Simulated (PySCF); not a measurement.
Diatomic CsNa, closed-shell singlet (lowest of 2S+1 = 1, 3 at CCSD(T)/def2-TZVPP on PBE0 minima; our sources give no spin for the ground state, which may be another). No spin–orbit coupling.

Seven points along R, fitted to fifth degree in 1/R; most abundant isotopes. In def2 and cc sets the state is the lowest found near the PBE0 minimum, followed along R. The singlet is held restricted.

Rows in LANL2DZ carry no dispersion term and start afresh at each structure. LANL2DZ brings its own core potentials from Na on.

Programs: PySCF for LANL2DZ rows. 

Energies at B3LYP/LANL2DZ:

```tsv
R (Å)	E (hartree)
3.631773	-20.07711816
3.729401	-20.07790123
3.819219	-20.07836190
3.920753	-20.07862430
4.022286	-20.07865185
4.139440	-20.07843847
4.276120	-20.07791763
```

Task: With a reduced mass of 19.5995 u, find the minimum, the force constant and the constants.

Result: A fifth-degree polynomial in 1/R puts the minimum at r_e = 3.9839 Å with force constant 8.95 N/m. Then ω_e = (1/2πc)√(k/μ) = 88 cm⁻¹ and B_e = h/(8π²cμr_e²) = 0.05419 cm⁻¹; the cubic and quartic terms give α_e = 0.00024 and ω_e x_e = 0.25 cm⁻¹.
